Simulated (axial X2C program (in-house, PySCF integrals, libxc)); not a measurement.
# Curves of NNdO⁻ from open-shell CI on f(δφ)1 s1 f(π)0

Calculated with an in-house all-electron X2C program for linear molecules (integrals from PySCF): two-component X2C with atomic mean-field Coulomb and Gaunt terms, basis N dyall-v2z, Nd dyall-v2z, O dyall-v2z (cores contracted in-house). Orbitals come from Hartree–Fock averaged over the configuration Nd f(δφ)1 s1 f(π)0; CI then distributes these electrons over the f(δφ), s, f(π) shells of Nd.

Scan along the N–Nd bond with NdO moving as one mass, its bond held at 1.720 Å; masses N 14.003 u, Nd 141.908 u, O 15.995 u. Energies in cm⁻¹ from the lowest point; levels are followed by energy order within each Ω. Lowest level at 1.672 Å: 100% f(δφ)1 s1.

```
R (Å)  (1)Ω=2  (1)Ω=3  (1)Ω=4  (2)Ω=3  (1)Ω=1  (2)Ω=2  (3)Ω=3  (3)Ω=2
1.555    3371    3438    6455    6542    6438    6527    8820    8899
1.613     815     886    3935    4026    4080    4169    6539    6623
1.672       0      74    3173    3269    3464    3557    6041    6129
1.739     504     581    3780    3881    4214    4309    7014    7104
1.806    1844    1923    5312    5418    5834    5932    9049    9142
1.881    3575    3655    7439    7551    7936    8033   12041   12135
1.973    5223    5305    9756    9870   10055   10148   15771   15859
```

(1) Fit the curves (1)Ω=2, (1)Ω=3, (1)Ω=4, (2)Ω=3, (1)Ω=1, (2)Ω=2 near their minima.

Dynamic correlation is missing, so gaps between terms are too wide and other configurations may lie lower; the lowest level listed is that of this model, not necessarily the ground state. At most 6 roots were kept for each Ω > 0 (twice that for Ω = 0) within 3.5 eV of the lowest, so higher up levels can be missing between those listed; levels with Ω > 0 are doubly degenerate and listed once, Ω = 0 levels singly. States that fill the shells left empty in the average are placed too high. For an anion, levels above electron detachment are held by the basis set. The molecule was held linear; bending was not examined.

## Answers

(1) From the open-shell CI curves, Te from the lowest:

```csv
level,Te (cm⁻¹),Re (Å),ωe (cm⁻¹)
(1)Ω=2,0,1.678,931.3
(1)Ω=3,74,1.678,931.6
(1)Ω=4,3180,1.675,952.4
(2)Ω=3,3276,1.675,953.2
(1)Ω=1,3469,1.668,972.1
(2)Ω=2,3560,1.668,972.9
```

Without dynamic correlation distances can be off by several hundredths of an Å (long for ionic bonds, short for multiple bonds) and the wavenumbers are rough.
